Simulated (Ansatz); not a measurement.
Consider the redistribution: `[F][Sn]([F])([F])[Cl]` + `[F][Ge]([F])([F])[I]` → `[F][Sn]([F])([Cl])[I]` + `[F][Ge]([F])([F])[F]`.

Program: Ansatz. Geometries: PBE0-D4/def2-TZVP. ΔE: electronic, gas phase. CBS: MP2 limit from def2 TZ/QZ plus the TZ coupled-cluster correction, frozen cores. DFT in def2-TZVPP. B3LYP here is the variant with VWN-RPA as its local correlation; programs differ in this. Elements past krypton have def2 core potentials. For Ge, I, Sn outer-core shells are correlated without core-valence functions, which leaves a few kJ/mol of doubt a bond. Scalar relativity is left out up to krypton.

(1) Is it downhill or uphill in electronic energy at CCSD(T)/CBS, and by how much? (Estimate.)

(2) What do these levels give: r2SCAN-D4, B3LYP-D4, B2PLYP, PBE-QIDH, CAM-B3LYP, CCSD(T)/def2-TZVPP? (Estimate.)

Largest T1 diagnostic among the species: 0.014.

Answers

(1) Computed: Downhill: ΔE = -48.4 kJ/mol.

(2) Ansatz gave: r2SCAN-D4 -44.6, B3LYP-D4 -44.1, B2PLYP -47.1, PBE-QIDH -51.8, CAM-B3LYP -43.8, CCSD(T)/def2-TZVPP -50.7 kJ/mol.

Leaving LDA and LC-ωPBE aside and taking each functional with its dispersion term where it has one, the values, not all of them listed here, spread over 15.7 kJ/mol, from BHLYP-D4 to revPBE-D4. LDA lies −6.1 kJ/mol from PBE without D4. From PBE to PBE0 (25 % exact exchange), in def2-TZVPP and without D4, ΔE moves by −7.5 kJ/mol. At CCSD(T), def2-SVP lies −9.9 kJ/mol from the extrapolated value and def2-TZVPP −2.3 kJ/mol.
